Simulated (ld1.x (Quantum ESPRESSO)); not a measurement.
**LDA (PZ) PAW dataset for ruthenium, scalar-relativistic all-electron reference.**

The input file (ld1.x (Quantum ESPRESSO) 7.5):

```
&input
   title='Ru', zed=44., rel=1, dft='PZ', iswitch=3,
   config='[Kr] 4d7 5s0 5p1',
   nld=3, rlderiv=3.10, eminld=-3.0, emaxld=5.0, deld=0.02
 /
 &inputp
   pseudotype=3, lpaw=.true., tm=.true., lloc=-1, rcloc=2.50,
   nlcc=.true., new_core_ps=.true.,
   which_augfun='BESSEL', rmatch_augfun=1.25,
   file_pseudopw='Ru.UPF', file_wfcaegen='ae.wfc', file_wfcncgen='nc.wfc', file_beta='beta', file_chi='chi', file_wfcusgen='us.wfc'
 /
6
5S  1  0   0.00   0.00  2.50  2.85  0.0
5S  1  0   0.00   0.10  2.50  2.85  0.0
5P  2  1   1.00   0.00  2.65  2.85  0.0
5P  2  1   0.00   0.90  2.65  2.85  0.0
4D  3  2   7.00   0.00  1.70  2.15  0.0
4D  3  2   0.00   1.80  1.70  2.15  0.0
 &test
   configts(1)='4d7 5s0 5p1'
 /
```

Command:

```bash
ld1.x < Ru.in > Ru.out
```

Resulting log (shortened: banner, matrices, multipoles, cross overlaps and the repeated all-electron block are left out):

```
Program LD1 v.7.5
     --------------------------- All-electron run ----------------------------

     Ru
     scalar relativistic calculation

     atomic number is 44.00
     dft =PZ   lsd =0 sic =0 latt =0  beta=0.20 tr2=1.0E-14
     Exchange-correlation= PZ
                           (   1   1   0   0   0   0   0)
     mesh =1233 r(mesh) = 101.06970 a.u. xmin = -7.00 dx = 0.01250
     1 Ry =  13.60569312 eV, c = 137.03599908

     n l     nl                  e(Ry)          e(Ha)          e(eV)
     1 0     1S 1( 2.00)     -1610.3659      -805.1830    -21910.1444
     2 0     2S 1( 2.00)      -231.6926      -115.8463     -3152.3389
     2 1     2P 1( 6.00)      -207.6670      -103.8335     -2825.4538
     3 0     3S 1( 2.00)       -40.8559       -20.4279      -555.8724
     3 1     3P 1( 6.00)       -32.9607       -16.4804      -448.4536
     4 0     4S 1( 2.00)        -5.7349        -2.8674       -78.0270
     4 1     4P 1( 6.00)        -3.5372        -1.7686       -48.1260
     3 2     3D 1(10.00)       -20.2147       -10.1074      -275.0351
     4 2     4D 1( 7.00)        -0.5093        -0.2547        -6.9299
     5 0     5S 1( 0.00)        -0.4116        -0.2058        -5.5998
     5 1     5P 1( 1.00)        -0.1387        -0.0693        -1.8867

     final scf error:  8.8E-15 reached in  28 iterations

     Etot =   -9052.290142 Ry,   -4526.145071 Ha, -123162.681739 eV

     Ekin =    9358.329623 Ry,    4679.164812 Ha,  127326.560998 eV
     Encl =  -21841.101933 Ry,  -10920.550966 Ha, -297163.330363 eV
     Eh   =    3688.057468 Ry,    1844.028734 Ha,   50178.578124 eV
     Exc  =    -257.575301 Ry,    -128.787650 Ha,   -3504.490498 eV

     normalization and overlap integrals

     s(1S/1S) =  1.000000  <r> =   0.0335  <r2> =    0.0015  r(max) =   0.0216
     s(2S/2S) =  1.000000  <r> =   0.1458  <r2> =    0.0251  r(max) =   0.1229
     s(2P/2P) =  1.000000  <r> =   0.1270  <r2> =    0.0197  r(max) =   0.0981
     s(3S/3S) =  1.000000  <r> =   0.4035  <r2> =    0.1864  r(max) =   0.3600
     s(3P/3P) =  1.000000  <r> =   0.4036  <r2> =    0.1894  r(max) =   0.3555
     s(4S/4S) =  1.000000  <r> =   1.0179  <r2> =    1.1758  r(max) =   0.9078
     s(4P/4P) =  1.000000  <r> =   1.1276  <r2> =    1.4608  r(max) =   0.9785
     s(3D/3D) =  1.000000  <r> =   0.3844  <r2> =    0.1770  r(max) =   0.3022
     s(4D/4D) =  1.000000  <r> =   1.6778  <r2> =    3.5028  r(max) =   1.2102
     s(5S/5S) =  1.000000  <r> =   3.2507  <r2> =   12.1845  r(max) =   2.6600
     s(5P/5P) =  1.000000  <r> =   4.7571  <r2> =   26.6978  r(max) =   3.6815

     ------------------------ End of All-electron run ------------------------

     --------------------- Generating PAW atomic setup --------------------

      Generating local potential from pseudized AE potential:
      Matching radius rcloc =   2.5000

      Local pseudo, rcloc= 2.499 Estimated cut-off energy=     3.95 Ry

      Computing core charge for nlcc:

       r > 1.10 : true rho core
      Core charge pseudized with two Bessel functions
      Integrated core pseudo-charge :  11.50
      Wfc-us  5S rcutus= 2.832  Estimated cut-off energy=     5.66 Ry
      Wfc-us  5S rcutus= 2.832  Estimated cut-off energy=     6.58 Ry
      Wfc-us  5P rcutus= 2.832  Estimated cut-off energy=     8.92 Ry
      Wfc-us  5P rcutus= 2.832  Estimated cut-off energy=    10.50 Ry
      Wfc-us  4D rcutus= 2.151  Estimated cut-off energy=    25.21 Ry
      Wfc-us  4D rcutus= 2.151  Estimated cut-off energy=    45.93 Ry

     Required augmentation: BESSEL   radius:    1.250000
     Suggested rho cutoff for augmentation:  62.89 Ry

     Estimated PAW energy = -279.819222 Ryd

     ------------------- End of pseudopotential generation -------------------

     Computing logarithmic derivative in   3.10987
     Computing logarithmic derivative in   3.10987
     Computing the partial wave expansion
     R is outside the sphere for l=    0 j= 0.00
     R is outside the sphere for l=    0 j= 0.00
     R is outside the sphere for l=    1 j= 0.00
     R is outside the sphere for l=    1 j= 0.00
     R is outside the sphere for l=    2 j= 0.00
     R is outside the sphere for l=    2 j= 0.00

     ---------------------- Testing the pseudopotential ----------------------

     Ru
     scalar relativistic calculation

     atomic number is 44.00   valence charge is  8.00
     dft = SLA  PZ   NOGX NOGC   lsd =0 sic =0 latt =0  beta=0.20 tr2=1.0E-14
     mesh =1233 r(mesh) = 101.06970 xmin = -7.00 dx = 0.01250

     n l     nl             e AE (Ry)        e PS (Ry)    De AE-PS (Ry)
     3 2     4D   1( 7.00)       -0.50934       -0.50934        0.00000
     1 0     5S   1( 0.00)       -0.41158       -0.41158        0.00000
     2 1     5P   1( 1.00)       -0.13867       -0.13867        0.00000

     eps = 7.3E-18  iter =  4

     Etot =   -9052.290142 Ry,   -4526.145071 Ha, -123162.681739 eV
     Etotps =  -279.819226 Ry,    -139.909613 Ha,   -3807.134522 eV

     Ekin =      77.884959 Ry,      38.942479 Ha,    1059.678847 eV
     Encl =    -130.596679 Ry,     -65.298340 Ha,   -1776.858342 eV
     Ehrt =      30.467792 Ry,      15.233896 Ha,     414.535422 eV
     Ecxc =    -257.575297 Ry,    -128.787649 Ha,   -3504.490449 eV
     (Ecc =     -18.475741 Ry,      -9.237870 Ha,    -251.375259 eV)

     ---------------------- End of pseudopotential test ----------------------
```

Generation and configuration tests took about 3.9 s on one core of a shared server CPU.
